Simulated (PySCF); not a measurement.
# Steps of a relaxation of [Yb(H2O)]3+

[Yb(H2O)]3+ (singlet in the valence; each metal's 4f electrons, 13 of them, lie in its core potential, out of spins and levels). PySCF 2.14.0, RKS PBE, Yb lcecp-1-SVP with ECP59, O def2-SVP, H def2-SVP; non-relativistic Hamiltonian with scalar-relativistic core potentials where named; density fitting; no spin-orbit coupling. Origin of the start: template. Columns: position (Å) and force (eV/Å). Energies are counted from the last step; some of the 7 steps are shown. Forces carry noise of the integration grid, about 0.01 to 0.03 eV/Å.

Run from Python with OMP_NUM_THREADS=2. Where DIIS fails, smearing, a level shift and second-order steps follow.
It took 7.1 s on 2 threads of Arm Neoverse V2, on a shared host, from the converged density of the start.

```xyz
4
step 0  E = 0.396 eV
Yb    0.0000    0.0000   -0.2311     0.00    0.00    1.93
O     0.0000    0.0000    2.1663     0.00    0.00   -3.90
H     0.7700    0.0000    2.7563     1.38    0.00    0.99
H    -0.7700    0.0000    2.7563    -1.38    0.00    0.99
```

```xyz
4
step 2  E = 0.017 eV
Yb    0.0000    0.0000   -0.0728     0.00    0.00    0.26
O     0.0000    0.0000    2.0667     0.00    0.00    0.71
H     0.8011    0.0000    2.7270    -0.50    0.00   -0.49
H    -0.8011    0.0000    2.7270     0.50    0.00   -0.49
```

```xyz
4
step 4  E = 0.000 eV
Yb    0.0000    0.0000   -0.0543     0.00    0.00    0.04
O     0.0000    0.0000    2.0749     0.00    0.00   -0.10
H     0.7905    0.0000    2.7136     0.04    0.00    0.03
H    -0.7905    0.0000    2.7136    -0.04    0.00    0.03
```

Problem. Where does the relaxation end?

Solution. It converges at step 6 in C2v:
```xyz
4
step 6  E = 0
Yb    0.0000    0.0000   -0.0526
O     0.0000    0.0000    2.0734
H     0.7915    0.0000    2.7135
H    -0.7915    0.0000    2.7135
```

Problem. How did the contacts change?

Solution. 
```json
{"contact": "Yb1–O2 (H2O)", "start (Å)": "2.397", "end (Å)": "2.126"}
```


An lcecp potential fixes the number of 4f electrons, so in runs with it no electron can move into or out of that shell.
